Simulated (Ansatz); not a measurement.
Isolated molecules relaxed with PBE0-D4/def2-TZVP in Ansatz; ΔE leaves out vibrations. CCSD(T)/CBS is the MP2 limit (def2-TZVPP, def2-QZVPP) plus CCSD(T) − MP2 in def2-TZVPP, frozen cores. DFT in def2-TZVPP. B3LYP here is the variant with VWN-RPA as its local correlation; programs differ in this. For Ga outer-core shells are correlated without core-valence functions, which leaves a few kJ/mol of doubt a bond. Scalar relativity is left out up to krypton.

Consider the adduct formation: `CSC` + `[GaH3]` → `C[S+](C)[GaH3-]`.

```csv
level,ΔE (kcal/mol),difference from CCSD(T)/CBS
B97M-V,-20.2,0.8
B2PLYP,-17.3,3.7
PBE0,-18.9,2.1
B3LYP,-14.8,6.2
r2SCAN0,-21.0,0.0
CAM-B3LYP,-16.8,4.2
CCSD(T)/def2-SVP,-19.1,1.9
HF/def2-TZVPP,-11.2,9.8
HF/CBS(def2),-10.6,10.4
MP2/CBS(def2),-21.8,-0.8
CCSD(T)/CBS,-21.0,0
```

Largest T1 diagnostic among the species: 0.013.

At CCSD(T), def2-SVP lies +1.9 kcal/mol from the extrapolated value and def2-TZVPP +0.8 kcal/mol. In def2-TZVPP, CCSD(T) changes the Hartree–Fock value by −9.0 kcal/mol (the triples alone add −1.4 kcal/mol) and MP2 by −9.8 kcal/mol. The D4 term adds −4.9 kcal/mol with B3LYP and −2.7 kcal/mol with PBE0; it sums over pairs of atoms, weighted by their polarisabilities, and B3LYP, whose exchange is more repulsive, gets the larger term.
